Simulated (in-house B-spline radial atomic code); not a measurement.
Configurations of Xe⁵⁺, with energies counted from [Kr] 4d10 5s2 5p1. Level of theory: scalar-relativistic (X2C) PBE0, spin-polarised, spherical fractional occupations, exact exchange averaged over the configuration, Fermi nucleus of rms radius 4.7859 fm; calculated with a B-spline radial code for spherical atoms. Shells without spins written out take the highest spin.

Occupations are held fixed; configurations that lie above the ionisation limit could autoionise.

```csv
configuration,E - E(ref) (eV),highest orbital,its <r> (bohr)
[Kr] 4d10 5s2 5f1,38.561,5f up,3.57
[Kr] 4d9 5s2 5p1 6d1,104.05,6d up,4.247
[Ar] 3d9 4s2 4p6 4d10 5s2 5p2,673.94,5p up,1.811
[Ar] 3d9 4s2 4p6 4d10 5s2 5p1 5f1,714.94,5f up,3.328
```

Order these further configurations by energy, lowest first.
A. [Ar] 3d9 4s2 4p6 4d10 5s2 5p1 6s1
B. [Ar] 3d10 4s2 4p5 4d10 5s2 5p1 5f1
C. [Ar] 3d10 4s2 4p5 4d10 5s2 5p2
D. [Kr] 4d10 5s2 5d1

D (20.253 eV), C (147.94 eV), B (188.74 eV), A (702.83 eV).
